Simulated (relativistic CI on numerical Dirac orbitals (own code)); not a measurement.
# Yb3+: 3d photoemission

Computed with this model: Dirac-Coulomb-Breit CI, orbitals from a KLI potential per configuration, a model potential for QED, valence Slater integrals scaled by 0.8, multiplet model of photoemission in the sudden approximation; configurations [Xe] 4f13 → [Ar] 3d9 4s2 4p6 4d10 4f13 5s2 5p6; 300 K; Lorentzian 0.63 eV and Gaussian 0.7 eV FWHM. Energies are those of the free ion, without screening or charge transfer. The energies are binding energies and can lie tens of eV above those of solids. S is read from ⟨S²⟩ = S(S + 1).

Computed curve for free ion, scaled to 100 at the maximum (points under 2 are left out and the grid is thinned):

(Energy (eV), Intensity): (1560.4, 2.1), (1560.7, 2.5), (1561.0, 3.1), (1561.3, 3.9), (1561.6, 5.1), (1561.9, 7.1), (1562.2, 10.9), (1562.5, 19.0), (1562.8, 37.2), (1563.1, 69.3), (1563.4, 97.5), (1563.7, 91.6), (1564.0, 60.0), (1564.3, 35.2), (1564.6, 27.2), (1564.9, 31.9), (1565.2, 43.4), (1565.5, 55.7), (1565.8, 61.9), (1566.1, 55.4), (1566.4, 43.0), (1566.7, 36.3), (1567.0, 33.1), (1567.3, 27.4), (1567.6, 22.5), (1567.9, 22.4), (1568.2, 27.3), (1568.5, 31.1), (1568.8, 26.5), (1569.1, 16.7), (1569.3, 11.3), (1569.6, 6.3), (1569.9, 4.0), (1570.2, 2.9), (1570.5, 2.2), (1609.8, 2.2), (1610.1, 2.8), (1610.4, 3.7), (1610.7, 5.3), (1611.0, 8.3), (1611.3, 14.9), (1611.6, 27.3), (1611.9, 41.4), (1612.2, 47.7), (1612.5, 49.9), (1612.8, 53.0), (1613.1, 49.8), (1613.4, 43.7), (1613.7, 48.8), (1614.0, 64.3), (1614.3, 70.5), (1614.6, 56.3), (1614.9, 34.8), (1615.2, 19.3), (1615.5, 11.1), (1615.8, 6.9), (1616.1, 4.7), (1616.4, 3.4), (1616.7, 2.6), (1617.0, 2.1)

The ground state has S = 0.50, and the centroid lies at 1584.47 eV.
